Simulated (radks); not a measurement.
Charge is removed step by step from the 4s level of Br+, starting from [Ar] 3d10 4s2 4p4. Method: scalar-relativistic Kohn-Sham, SCAN, spin-unpolarised, spherical densities, finite nucleus; meta-GGA in the generalised Kohn-Sham scheme; Fermi nuclear charge, rms radius 4.1629 fm; computed with a radial shooting solver on a logarithmic mesh with Libxc functionals.

| removed (e) | E - E(0) (eV) | eigenvalue (eV) | E minus straight line (eV) |
|---|---|---|---|
| 0 | 0.000 | -31.257 | 0.000 |
| 0.125 | 3.989 | -32.729 | -0.668 |
| 0.25 | 8.177 | -34.215 | -1.138 |
| 0.375 | 12.546 | -35.716 | -1.426 |
| 0.5 | 17.106 | -37.230 | -1.524 |
| 0.625 | 21.856 | -38.756 | -1.431 |
| 0.75 | 26.798 | -40.294 | -1.147 |
| 0.875 | 31.919 | -41.843 | -0.683 |
| 1 | 37.259 | -43.402 | 0.000 |

Removing the whole electron costs 37.259 eV by Delta-SCF, against 31.257 eV from minus the eigenvalue at the starting occupation. Slater's transition state (half an electron removed) gives 37.230 eV. Integrating minus the eigenvalue over the occupation (Janak's theorem) gives 37.263 eV. In this scalar-relativistic scheme the density is built from large components alone, so the theorem holds only approximately. The mean slope of the eigenvalue, de/dn, is 12.1 eV per electron.
